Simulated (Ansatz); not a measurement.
`C[O][Zn][O][SiH3]` + `B[TeH]` → `B[Te]C` + `[OH][Zn][O][SiH3]`  (substitution at a C–O bond)

Isolated molecules relaxed with PBE0-D4/def2-TZVP in Ansatz; ΔE leaves out vibrations. CCSD(T)/CBS adds triple-zeta CCSD(T) − MP2 to the extrapolated MP2 energy (def2 sets, frozen cores). Elements past krypton have def2 core potentials. For Te, Zn outer-core shells are correlated without core-valence functions, which leaves a few kJ/mol of doubt a bond. Scalar relativity is left out up to krypton. Each species was taken in one conformer, which may not be the lowest.

```json
{"species": "`C[O][Zn][O][SiH3]`", "MP2/CBS(def2) energy (Eh)": "-2259.49857"}
{"species": "`B[TeH]`", "MP2/CBS(def2) energy (Eh)": "-294.30003"}
{"species": "`B[Te]C`", "MP2/CBS(def2) energy (Eh)": "-333.55020"}
{"species": "`[OH][Zn][O][SiH3]`", "MP2/CBS(def2) energy (Eh)": "-2220.28388"}
```

Task: Work out ΔE.

Result: ΔE = (-333.55020) + (-2220.28388) − (-2259.49857) − (-294.30003) = -0.03548 Eh = -22.3 kcal/mol. CCSD(T)/CBS gives -19.7 kcal/mol.

Largest T1 diagnostic among the species: 0.016.

Leaving LDA and LC-ωPBE aside and taking each functional with its dispersion term where it has one, the values, not all of them listed here, spread over 2.5 kcal/mol, from PBE-QIDH to CAM-B3LYP-D4. In def2-TZVPP, CCSD(T) changes the Hartree–Fock value by −5.2 kcal/mol (the triples alone add −0.8 kcal/mol) and MP2 by −7.8 kcal/mol.
